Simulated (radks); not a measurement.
Q: Coherent X-ray form factor from a spherical all-electron density. Calculated with a radial shooting solver on a logarithmic mesh with Libxc functionals: scalar-relativistic Kohn-Sham, r2SCAN, spin-polarised, spherical densities, finite nucleus; meta-GGA in the generalised Kohn-Sham scheme; Fermi nuclear charge, rms radius of each element as measured or else 0.836 A^(1/3) + 0.57 fm.

sin(theta)/lambda (1/angstrom),f0 (electrons)
0.05,76.384
0.1,74.619
0.15,71.921
0.2,68.588
0.25,64.925
0.3,61.192
0.4,54.188
0.5,48.255
0.6,43.364
0.8,35.695
1,29.654
1.25,23.753
1.5,19.598
2,15.055

The species is in the configuration that NIST lists as its ground one. Which atom or ion scatters so?

A: The thallium ion Tl4+, [Xe] 4f14 5d9. Extrapolating in s^2 from the first two rows gives f0(0) = 77.0, near the electron count 77; among species with that count, the fall with angle is slower the higher Z, and the table is that of Z = 81; from so few rows the species is fixed only to a neighbour or two.
